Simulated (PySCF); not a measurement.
**Continuum solvent and chemical shifts**

Numbering as in the mapped SMILES `[CH3:1][CH2:2]/[C:3](=[CH:4]/[C:5]([CH3:6])=[O:7])[C:8]([Cl:9])([Cl:10])[Cl:11]` (H(Xn): hydrogen on atom n).

GIAO PBE0/pcSseg-1 in PySCF on one PBE0-D3(BJ)/def2-SVP conformer, non-relativistic, equivalent nuclei averaged. Solvents enter as an IEF-PCM continuum (chloroform with ε = 4.7, methanol with ε = 32.6) around the gas-phase geometry. Shifts are referred to TMS computed in the same medium.

In chloroform, δ in ppm: C5 210.5, C3 157.8, C4 142.2, C8 120.5, C2 36.3, C6 33.9, C1 17.4, H(C4) 6.32, H(C2) 2.55, H(C6) 2.45, H(C1) 1.30. Dipole moment 4.81 D.

(1) How does each δ change in the more polar medium?

(2) Which nuclei move most (in ppm), and what does the model miss?

Results:

(1) 
| atoms | environment | Δδ, methanol |
| --- | --- | --- |
| C5 | ketone carbonyl carbon | +2.6 |
| C3 | β carbon of a C=C–C=O unit | +0.3 |
| C4 | α carbon of a C=C–C=O unit | +1.0 |
| C8 | allylic fully substituted sp3 carbon bonded to 3 Cl | +0.3 |
| C2 | allylic sp3 CH2 | 0.0 |
| C6 | methyl carbon α to a carbonyl | +0.7 |
| C1 | methyl carbon | +0.2 |
| H(C4) | hydrogen on an α carbon of a C=C–C=O unit | +0.17 |
| H(C2) | hydrogen on an allylic sp3 CH2 | +0.06 |
| H(C6) | hydrogen on a methyl carbon α to a carbonyl | +0.07 |
| H(C1) | hydrogen on a methyl carbon | -0.02 |

Changes are relative to chloroform. The dipole moment becomes 5.30 D in methanol.

(2) C5 (ketone carbonyl carbon, +2.6 ppm) in methanol. A continuum only polarises the solute; specific hydrogen bonds, the anisotropy of aromatic solvents and changes of geometry or conformer are outside it.
